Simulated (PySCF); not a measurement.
Correlation energy of Ge (germanium, neutral)

[Ar] 3d10 4s2 4p2, high-spin 3P determinant. Computed with PySCF 2.14 in aug-cc-pVDZ-PP with ECP10MDF, with scalar relativity through the core potential. Frozen: 3s2 3p6 3d10; 4 electrons correlated.

MP2 pair energies summed by pair of shells (mhartree):

```csv
pair,energy,share (%)
4s-4p,-23.88,58.1
4s-4s,-13.03,31.7
4p-4p,-4.18,10.2
```

Total MP2 correlation energy: -41.10 mhartree.

Same-spin part -7.39 and opposite-spin part -33.71 mhartree; SCS-MP2 scales them by 1/3 and 6/5 to -42.92 mhartree.

```
  level  correlation energy (mhartree)
   CCSD                         -57.24
    (T)                          -0.90
CCSD(T)                         -58.14
```

Diagnostics: T1 = 0.0086, D1 = 0.0237, largest double amplitude 0.069.

Problem. Is a single reference adequate?

Solution. Yes, within this model without spin-orbit coupling: T1 lies below 0.03 and no double amplitude reaches 0.07.
